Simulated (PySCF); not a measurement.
Ionisation energy of Be²⁺ by level of theory

Be²⁺ 1s2 (1S) → Be³⁺ 1s1 (2S), as a difference of total energies. Calculation: PySCF 2.14, in cc-pVTZ (4s3p2d1f, 30 functions); no relativity, point nucleus. Correlated levels: valence: nothing frozen. The calculations carry no spin-orbit coupling.

```csv
method,ionisation energy (eV),difference from reference (eV)
UHF,153.25,-0.65
M06-L,154.90,+1.00
M06-2X,154.71,+0.81
MP2 (valence),153.37,-0.53
SCS-MP2 (valence),153.39,-0.51
CCSD (valence),153.37,-0.53
```

Reference: 153.90 eV (theoretical estimate listed by NIST; NIST Atomic Spectra Database, ionization energies).

Errors of the correlated levels include the incompleteness of this basis.

With two correlated electrons CCSD is exact in that space.
